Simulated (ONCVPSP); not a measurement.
**What the settings do to the ONCV potential of tantalum**

Base potential:

ONCVPSP 4.0.1 input, shortened (lines: element, Z, core and valence counts, functional; n l f; lmax; l rc ep ncon nbas qcut; lloc lpopt rc5 dvloc0; l nproj debl; icmod fcfact rcfact), PBE, scalar-relativistic:

```
  Ta 73.00   12    2        4      upf
    1    0    2.00
    2    0    2.00
    2    1    6.00
    3    0    2.00
    3    1    6.00
    3    2   10.00
    4    0    2.00
    4    1    6.00
    4    2   10.00
    4    3   14.00
    5    0    2.00
    5    1    6.00
    5    2    3.00
    6    0    1.00
    2
    0    2.95    0.00    4    7    2.50
    1    3.25    0.39    4    9    2.00
    2    1.85    0.00    3    6    5.60
    4    3    1.65    0.00
    0    2    3.40
    1    3    1.20
    2    2    3.40
    1    0.75    0.00
```

In the p channel the program set the typed energies aside and used 0.050, 1.250, 2.450 Ha.

All-electron outer shells of the reference configuration (PBE, scalar-relativistic, ld1.x):

| shell | level (eV) | outermost node (bohr) | outermost maximum (bohr) |
| --- | --- | --- | --- |
| 4f | -31.91 | – | 0.44 |
| 6s | -11.62 | 1.32 | 2.68 |
| 5d | -10.49 | 0.65 | 1.56 |

Cutoffs, loose and tight: the cutoffs (Ha) at which the residual kinetic energy of the hardest occupied pseudo-wave falls to 1 and 0.1 mHa per electron. They do not see the model core or the augmentation charge, which bear on the density cutoff. Test errors are all-electron minus pseudo excitation energies from the reference, over the configurations 5d3 6s2; 5d3 6s0; 5d2 6s0; 5d4 6s1. A dash means not determined; rows that change the core or the reference have their own tests. The largest error is taken over the tests solved by every variant that gives reliable tests at all: 5d3 6s0; 5d3 6s2; 5d4 6s1.

For the base: The cutoffs count occupied waves only; projector 3 of the p channel, the hardest unoccupied one, needs 33 Ha at the loose tolerance.

| change | outcome | cutoff, loose | cutoff, tight | bound ghosts | GHOST(+) flags above zero | largest test error (meV) |
| --- | --- | --- | --- | --- | --- | --- |
| base | generated, projector energies reset by the program | 13 Ha | 16 Ha | none | s, p | -24 |
| s: qcut 1.5 | generated, projector energies reset by the program | 13 Ha | 16 Ha | none | s, p | -20 |
| s: qcut 1.7 | generated, projector energies reset by the program | 13 Ha | 16 Ha | none | s, p | -21 |
| s: qcut 2.1 | generated, projector energies reset by the program | 13 Ha | 16 Ha | none | s, p | -23 |
| s: qcut 2.3 | generated, projector energies reset by the program | 13 Ha | 16 Ha | none | s, p | -23 |
| s: qcut 2.6 | failed: ERROR pspot: first pseudo wave function has node, program will stop | – | – | – | – | – |
| s: qcut 2.8 | failed: ERROR pspot: first pseudo wave function has node, program will stop | – | – | – | – | – |
| s: qcut 3.1 | failed: ERROR pspot: first pseudo wave function has node, program will stop | – | – | – | – | – |
| s: qcut 3.5 | failed: ERROR pspot: first pseudo wave function has node, program will stop | – | – | – | – | – |
| s: qcut 3.8 | failed: ERROR pspot: first pseudo wave function has node, program will stop | – | – | – | – | – |

Reading the sweep of the qcut of the s channel (base included, trends over the rows without a ghost): The loose cutoff stays near 13 Ha. The median size of the test errors (rows with all tests solved) stays near 20.4 meV. The generation fails at 2.6, 2.8, 3.1, 3.5, 3.8 1/bohr.
